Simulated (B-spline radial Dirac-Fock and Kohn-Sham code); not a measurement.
Core and valence levels of Xe⁴⁰⁺

System: the Xe⁴⁰⁺ ion, configuration [Ne] 3s2 3p2; nuclear rms radius 4.7859 fm (A = 132).

These are calculated numbers from an atomic code on a B-spline grid; the model is Dirac-Fock ΔSCF + Breit + QED. Electron correlation is not included. Energies are counted from the vacuum level.

All terms are in eV, carry their sign (relaxation lowers the binding energy) and add up to the binding energy; ⟨r⟩ is the mean radius of the orbital in the initial state.

```
subshell  −ε (Koopmans)  relaxation   Gaunt  retardation     QED  binding energy  ⟨r⟩ (bohr)
      1s        37245.8      -26.09  -88.61         6.98  -41.77         37096.3       0.027
      2s         7869.1       -4.71   -8.83         0.53   -5.50          7850.6       0.112
   2p1/2         7545.9       -6.64  -15.07         1.57    0.33          7526.0       0.095
   2p3/2         7210.2       -5.89  -10.71         1.93   -0.28          7195.2       0.100
      3s         3085.2       -0.46   -2.17         0.22   -1.45          3081.4       0.274
      3p         2927.4       -0.49   -2.92         0.57   -0.05          2924.5       0.268
```

For the deepest level, K (1s), the Breit terms make up -0.220 % of the binding energy, QED -0.113 % and orbital relaxation -0.070 %.

Spin-orbit splittings: 2p 330.8 eV.

Going to the tabulated ground configuration of the next ion removes an electron from M2,3 (3p), computed at 2924.5 eV. NIST lists 2975 ± 4 eV as the ionisation energy of this species (theoretical), +50.54 eV from the computed value. Where a p, d or f shell is open in either ion the computed value averages over both j values and all terms, while the table refers to the lowest levels; that difference holds spin-orbit splitting (largest in heavy or highly charged ions), term energies where several electrons share open shells, and correlation, and it can reach 10 % or more.
